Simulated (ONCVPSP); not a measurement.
**Transferability test, ONCV potential for manganese**

manganese, optimised norm-conserving Vanderbilt (ONCV), made with ONCVPSP 4.0.1 (LDA (Perdew-Zunger), scalar-relativistic). Core [Ar], reference 3d5 4s1 (charge +1). Waves: 4s: rc 2.45 bohr, ncon 3, nbas 7, qcut 3 1/bohr, 2 projectors, debl 1.3 Ha; p scattering state at 0.02 Ha: rc 2.60 bohr, ncon 5, nbas 10, qcut 2.9 1/bohr, 3 projectors, debl 2.5 Ha; 3d: rc 0.95 bohr, ncon 4, nbas 8, qcut 10.2 1/bohr, 2 projectors, debl 3.4 Ha. Local part: polynomial inside 0.65 bohr (lpopt 5, dvloc0 2 Ha). Core correction: Teter function, fcfact 1.75, rcfact 1.3.

In the p channel the program set the typed energies aside and used 0.050, 2.550, 5.050 Ha.

Energies are relative to the spin-unpolarised reference configuration 3d5 4s1; without spin polarisation the order of configurations can differ from experiment.

(1) Give the all-electron excitation energy and the error of the potential for: 3d5 4s2; 3d5 4s0; 3d4 4s0; 3d5.5 4s1.5.

Note: ghosts flagged at negative energy: s at -293.4 eV; GHOST(+) flagged for p at 64.1 eV, s at 81.6 eV. A true bound ghost makes a file unfit for plane-wave use.

## Answers

(1)

| valence configuration | charge | ΔE all-electron (eV) | error AE − PS (meV) |
| --- | --- | --- | --- |
| 3d5 4s2 | 0 | -8.654 | -0.7 |
| 3d5 4s0 | +2 | 15.877 | +3.0 |
| 3d4 4s0 | +3 | 48.688 | -87 |
| 3d5.5 4s1.5 | 0 | -9.159 | -6.6 |
